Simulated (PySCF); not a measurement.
Fe²⁺: ionisation energy

Fe²⁺ [Ar] 3d6 (5D) → Fe³⁺ [Ar] 3d5 (6S), as a difference of total energies. All numbers are calculated (PySCF 2.14, scalar relativity by spin-free X2C-1e, in aug-cc-pVDZ-DK (7s6p4d2f, 59 functions)). Correlated levels: valence: [Ar] frozen. The calculations carry no spin-orbit coupling.

```csv
method,ionisation energy (eV),plus first-order spin-orbit estimate,error of that sum (eV)
UHF,28.466,28.521,-2.130
LDA,31.670,31.724,+1.073
PBE,31.518,31.573,+0.922
PBE0,31.072,31.126,+0.475
r2SCAN,30.880,30.935,+0.284
M06,30.520,30.574,-0.077
r2SCANh,30.786,30.840,+0.189
BHandHLYP,30.711,30.766,+0.115
HSE06,31.103,31.157,+0.506
MP2 (valence),29.855,29.910,-0.741
SCS-MP2 (valence),29.898,29.952,-0.699
```

Reference: 30.651 ± 0.012 eV (measured; NIST Atomic Spectra Database, ionization energies).

A first-order spin-orbit estimate (lowest level to lowest level, LS coupling) adds 0.054 eV.

Errors of the correlated levels include the incompleteness of this basis and the frozen core.
